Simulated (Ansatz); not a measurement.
One change: `[CH3][SnH2][AlH2]` becomes `[CH3][SnH2][Cl]`.

Ansatz, PBE0-D4/def2-TZVP geometries, multiplicity 1. 

Elements past krypton have def2 core potentials.

```csv
property,`[CH3][SnH2][AlH2]`
LUMO energy (PBE/def2-TZVPP) / eV,-2.87
HOMO–LUMO gap (PBE/def2-TZVPP) / eV,3.28
HOMO–LUMO gap (ωB97M-V/def2-TZVPP) / eV,8.59
LUMO energy (PBE0/def2-TZVPP) / eV,-2.13
zero-point energy (PBE0-D4/def2-TZVP) / kJ/mol,164.2
HOMO energy (ωB97M-V/def2-TZVPP) / eV,-9.11
```

(1) Give the same properties after the change, and the shifts. (Estimate.)

Answers

(1) The calculation gave: 
```tsv
property	`[CH3][SnH2][Cl]`	shift
LUMO energy (PBE/def2-TZVPP) / eV	-1.32	1.55
HOMO–LUMO gap (PBE/def2-TZVPP) / eV	5.67	2.39
HOMO–LUMO gap (ωB97M-V/def2-TZVPP) / eV	11.65	3.06
LUMO energy (PBE0/def2-TZVPP) / eV	-0.48	1.65
zero-point energy (PBE0-D4/def2-TZVP) / kJ/mol	133.7	-30.5
HOMO energy (ωB97M-V/def2-TZVPP) / eV	-10.50	-1.39
```

With PBE0 the HOMO falls by 1.14 eV and the LUMO rises by 1.65 eV, so the gap widens by about 2.79 eV. PBE moves the HOMO by -0.85 eV and ωB97M-V by -1.39 eV. The zero-point energy changes by -30.5 kJ/mol with -6 modes.
